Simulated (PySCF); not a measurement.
**C4H9Si: g tensor and hyperfine couplings**

Compound: C4H9Si (doublet state).
Structure used (GFN2-xTB), in Å, numbered top down from 1:
```xyz
14
C4H9Si angstrom
Si     1.8762    0.4243   -0.1674
C      0.1662   -0.2917   -0.6771
C     -0.8888    0.7304   -0.6360
C     -1.5491    0.1537    0.5603
C     -0.5757   -1.0349    0.4530
H      2.2845    1.3841   -1.1923
H      1.7286    1.0829    1.1300
H      2.8534   -0.6629   -0.0670
H      0.2820   -0.8439   -1.6152
H     -1.0758    1.6133   -1.2131
H     -2.6101   -0.0932    0.4489
H     -1.4457    0.7368    1.4836
H      0.0084   -1.2446    1.3477
H     -1.0549   -1.9547    0.1224
```

Identity: `[SiH3][C@@H]1[CH]CC1` [radical].

Theory: UKS B3LYP, pcH-1 on C H Si, non-relativistic, mean-field spin-orbit, GIAO (PySCF). Isolated species at its GFN2-xTB geometry, gas phase. Couplings are sensitive to structure, and on GFN2-xTB geometries they can be far from those on DFT ones. Stability of the SCF solution: not tested.

```json
{
  "g1, g2, g3": "2.00212, 2.00291, 2.00299",
  "g_iso": "2.00267",
  "Form of g": "close to axial: the two nearest values differ by 10 % of g3 − g1",
  "⟨S²⟩": "0.7544 (exact 0.7500)",
  "α and β electrons": "24, 23",
  "HOMO–LUMO gap, α and β orbitals": "5.52, 6.76 eV"
}
```

Hyperfine couplings atom by atom, in MHz; T1 to T3 are the principal values of the dipolar part; ρ(0) is the spin density at the nucleus:

```tsv
atom	isotope	a_iso	of which spin–orbit	T1	T2	T3	Mulliken spin population	ρ(0) (bohr⁻³)
Si1	29Si	-130.1	0.1	-19.1	8.7	10.4	0.07	0.1465
C2	13C	-32.2	0.0	-3.6	0.5	3.1	-0.08	-0.0287
C3	13C	90.7	-0.1	-77.6	-76.2	153.8	0.97	0.0808
C4	13C	-34.7	0.0	-2.4	0.3	2.2	-0.09	-0.0309
C5	13C	9.6	0.0	-1.5	-0.9	2.4	0.01	0.0085
H6	1H	-3.5	0.0	-2.5	-1.6	4.1	0.00	-0.0008
H7	1H	-3.4	0.0	-3.0	-1.6	4.6	0.00	-0.0008
H8	1H	24.8	0.0	-2.0	-1.0	3.0	0.02	0.0056
H9	1H	116.6	0.0	-4.6	-3.5	8.1	0.05	0.0261
H10	1H	-60.4	0.0	-36.9	0.3	36.5	-0.04	-0.0135
H11	1H	105.7	0.0	-4.4	-3.6	8.0	0.04	0.0237
H12	1H	120.1	0.0	-4.2	-3.6	7.8	0.05	0.0269
H13	1H	-4.3	0.0	-2.5	-2.0	4.5	0.00	-0.0010
H14	1H	-3.0	0.0	-2.8	-2.5	5.3	0.00	-0.0007
```

Largest spin populations (Mulliken): C3 (+0.97), C4 (-0.09), C2 (-0.08) and Si1 (+0.07). No atom but C3 exceeds +0.15. The positive populations add up to 1.21 and the negative ones to -0.21, together 2S = 1. The angles at C3 add up to 359.9°, so it is planar; its axial dipolar tensor and the negative coupling of its proton fit spin in a p orbital normal to that plane.

Under fast tumbling the dipolar parts average out, and these isotropic splittings remain (the largest six): 1 × 1H (H12, I = 1/2, 2 lines) with 4.28 mT, 1 × 1H (H9, I = 1/2, 2 lines) with 4.16 mT, 1 × 1H (H11, I = 1/2, 2 lines) with 3.77 mT, 1 × 1H (H10, I = 1/2, 2 lines) with 2.16 mT, 3 × 1H (H6/H7/H8, I = 1/2, 4 lines) with 0.21 mT and 1 × 1H (H13, I = 1/2, 2 lines) with 0.15 mT.

Class means assume fast exchange of nuclei equivalent by connectivity; if that motion is slow, each nucleus keeps its own coupling. The three 1H nuclei of mean +6.0 MHz run from -3.5 to 24.8 MHz in the frozen geometry.

The 13C coupling of C3 (90.7 MHz) shows only in satellite lines or after enrichment, since that isotope makes up about 1.07 % of natural carbon.

The 29Si coupling of Si1 (-130.1 MHz) shows only in satellite lines or after enrichment, since that isotope makes up about 4.7 % of natural silicon.

β density exceeds α density at some nuclei, such as C4 (-0.0309), C2 (-0.0287) and H10 (-0.0135), spin density in bohr⁻³. In a single determinant that takes different orbitals for the two spins, that is spin polarisation.
